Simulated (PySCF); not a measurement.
Species: CH7BrSi2.
Z-matrix (Å and degrees, PBE0-D3(BJ)/def2-SVP geometry), rows numbered from 1:
```
C 
Si  1  1.8843
Si  2  2.3421  1  110.66
Br  3  2.2392  2  108.63  1   178.32
H   1  1.1005  2  110.99  3    60.91
H   1  1.1005  2  110.88  3   -59.50
H   1  1.1009  2  110.39  3  -179.25
H   2  1.4958  1  111.00  3   119.58
H   2  1.4960  1  111.09  3  -119.78
H   3  1.4943  2  112.19  1    59.58
H   3  1.4944  2  112.24  1   -62.70
```

The computed photoelectron lines, unassigned: C 1s: 290.52 eV; Si 1s: 1846.24 (area 1), 1847.04 (area 1) eV; Si 2p3/2: 106.53 (area 1), 107.25 (area 1) eV.

Method used: PySCF, delta-SCF UKS SCAN, pcX-2 on the ionised atom, pcseg-1 elsewhere, spin-free X2C. The structure is a single PBE0-D3(BJ)/def2-SVP conformer in the gas phase; no vibrational or solvent corrections.

Which silicon gives which Si 1s line?

1846.24 eV: Si2 (SiH2 silicon); 1847.04 eV: Si3 (SiH2 silicon). The listed Si 1s values span 0.80 eV, from Si2 (bonded to C, 2 H and Si) to Si3 (bonded to Br, 2 H and Si).

Order the silicon atoms by Si 2p3/2 binding energy.

106.53 eV: Si2 (SiH2 silicon); 107.25 eV: Si3 (SiH2 silicon). The listed Si 2p3/2 values span 0.72 eV, from Si2 (bonded to C, 2 H and Si) to Si3 (bonded to Br, 2 H and Si). Summing the Pauling electronegativity differences to the bonded atoms, each weighted by its formal bond order, gives +1.25 for the lowest site and +1.66 for the highest.

Bonded neighbours of each site: C1: 3 H and Si; Si2: C, 2 H and Si; Si3: Br, 2 H and Si.

Which photon energy gives electrons from C 1s of C1 a kinetic energy of 50 eV, and what is their de Broglie wavelength?

hν = 290.52 + 50 = 340.52 eV, recoil neglected; λ = 12.264 Å/√(E/eV) = 1.73 Å.

Spin–orbit and ligand-field terms were added within each 2p shell after the spin-free SCF. 2p1/2 minus 2p3/2 (ligand field included): Si 0.63 eV. No level of bromine is listed.
